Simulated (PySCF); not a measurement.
## `CC(C)C[C@](C)(F)S(=O)(=O)Cl`, C6H12ClFO2S

Molfile (atoms numbered from 1):
```
C6H12ClFO2S
     RDKit          3D

 23 22  0  0  0  0  0  0  0  0999 V2000
   -1.8425    1.0824   -0.3355 C   0  0  0  0  0  0  0  0  0  0  0  0
   -1.1957   -0.2986   -0.3944 C   0  0  0  0  0  0  0  0  0  0  0  0
   -2.2419   -1.3888   -0.1600 C   0  0  0  0  0  0  0  0  0  0  0  0
   -0.0824   -0.4591    0.6512 C   0  0  0  0  0  0  0  0  0  0  0  0
    1.1224    0.4487    0.5047 C   0  0  2  0  0  0  0  0  0  0  0  0
    2.3247   -0.0047    1.2935 C   0  0  0  0  0  0  0  0  0  0  0  0
    0.8354    1.7572    0.7613 F   0  0  0  0  0  0  0  0  0  0  0  0
    1.6209    0.4501   -1.2897 S   0  0  0  0  0  6  0  0  0  0  0  0
    0.8173    1.3040   -2.0972 O   0  0  0  0  0  0  0  0  0  0  0  0
    1.8260   -0.9034   -1.6970 O   0  0  0  0  0  0  0  0  0  0  0  0
    3.4630    1.3187   -1.2565 Cl  0  0  0  0  0  0  0  0  0  0  0  0
   -2.7153    1.1093   -0.9826 H   0  0  0  0  0  0  0  0  0  0  0  0
   -1.1521    1.8485   -0.6749 H   0  0  0  0  0  0  0  0  0  0  0  0
   -2.1592    1.3158    0.6793 H   0  0  0  0  0  0  0  0  0  0  0  0
   -0.7604   -0.4444   -1.3871 H   0  0  0  0  0  0  0  0  0  0  0  0
   -2.6966   -1.2767    0.8221 H   0  0  0  0  0  0  0  0  0  0  0  0
   -3.0262   -1.3223   -0.9085 H   0  0  0  0  0  0  0  0  0  0  0  0
   -1.7937   -2.3773   -0.2241 H   0  0  0  0  0  0  0  0  0  0  0  0
   -0.5033   -0.2896    1.6480 H   0  0  0  0  0  0  0  0  0  0  0  0
    0.2918   -1.4837    0.6053 H   0  0  0  0  0  0  0  0  0  0  0  0
    2.7424   -0.8896    0.8193 H   0  0  0  0  0  0  0  0  0  0  0  0
    3.0808    0.7772    1.3161 H   0  0  0  0  0  0  0  0  0  0  0  0
    2.0397   -0.2467    2.3167 H   0  0  0  0  0  0  0  0  0  0  0  0
  1  2  1  0
  2  3  1  0
  2  4  1  0
  4  5  1  0
  5  6  1  0
  5  7  1  1
  5  8  1  0
  8  9  2  0
  8 10  2  0
  8 11  1  0
  1 12  1  0
  1 13  1  0
  1 14  1  0
  2 15  1  0
  3 16  1  0
  3 17  1  0
  3 18  1  0
  4 19  1  0
  4 20  1  0
  6 21  1  0
  6 22  1  0
  6 23  1  0
M  END
```

Level of theory: PySCF 2.14.0, GIAO LC-wPBE/STO-3G magnetisability, rotational g tensor and spin-rotation constants, non-relativistic, gas phase. Geometry: GFN2-xTB.

(1) Give the nuclear spin-rotation constants along the inertial axes (H = +C I·J) beside the isotropic shieldings.

Answers

(1) Rotational constants 1.4386, 0.5975, 0.5617 GHz. A star marks the isotopologue with that one atom substituted, in its own axes.
| atom | isotope | Caa (kHz) | Cbb (kHz) | Ccc (kHz) | mean (kHz) | σ (ppm) |
| --- | --- | --- | --- | --- | --- | --- |
| F7 | 19F | 0.495 | 0.083 | 0.456 | 0.344 | 387.9 |
| Cl11 | 35Cl | 0.049 | 0.136 | 0.123 | 0.103 | 857.2 |
| H12 | 1H | -0.090 | -0.029 | -0.059 | -0.059 | 32.2 |
| H13 | 1H | -0.028 | -0.069 | -0.044 | -0.047 | 31.9 |
| H14 | 1H | -0.130 | -0.012 | -0.061 | -0.068 | 32.4 |
| H15 | 1H | -0.099 | -0.022 | -0.070 | -0.063 | 32.7 |
| H16 | 1H | -0.108 | -0.018 | -0.064 | -0.063 | 32.3 |
| H17 | 1H | -0.117 | -0.021 | -0.057 | -0.065 | 32.1 |
| H18 | 1H | -0.154 | -0.067 | 0.000 | -0.074 | 32.3 |
| H19 | 1H | -0.107 | -0.018 | -0.063 | -0.063 | 31.6 |
| H20 | 1H | -0.163 | -0.068 | 0.006 | -0.075 | 31.5 |
| H21 | 1H | -0.165 | -0.049 | -0.011 | -0.075 | 31.5 |
| H22 | 1H | -0.038 | -0.054 | -0.049 | -0.047 | 30.8 |
| H23 | 1H | -0.124 | -0.012 | -0.061 | -0.066 | 31.4 |
| C1 | 13C* | 0.105 | 0.039 | 0.028 | 0.057 | 216.9 |
| C2 | 13C* | 0.111 | 0.043 | 0.043 | 0.066 | 208.2 |
| C3 | 13C* | 0.082 | 0.045 | 0.035 | 0.054 | 215.0 |
| C4 | 13C* | 0.112 | 0.044 | 0.050 | 0.069 | 204.8 |
| C5 | 13C* | 0.265 | 0.096 | 0.084 | 0.148 | 148.4 |
| C6 | 13C* | 0.079 | 0.042 | 0.036 | 0.052 | 216.2 |
| S8 | 33S* | 0.321 | 0.157 | 0.047 | 0.175 | 623.2 |
| O9 | 17O* | -0.029 | -0.200 | -0.213 | -0.147 | 95.1 |
| O10 | 17O* | -0.002 | -0.179 | -0.239 | -0.140 | 98.4 |

For the geometry as given, no vibrational averaging.
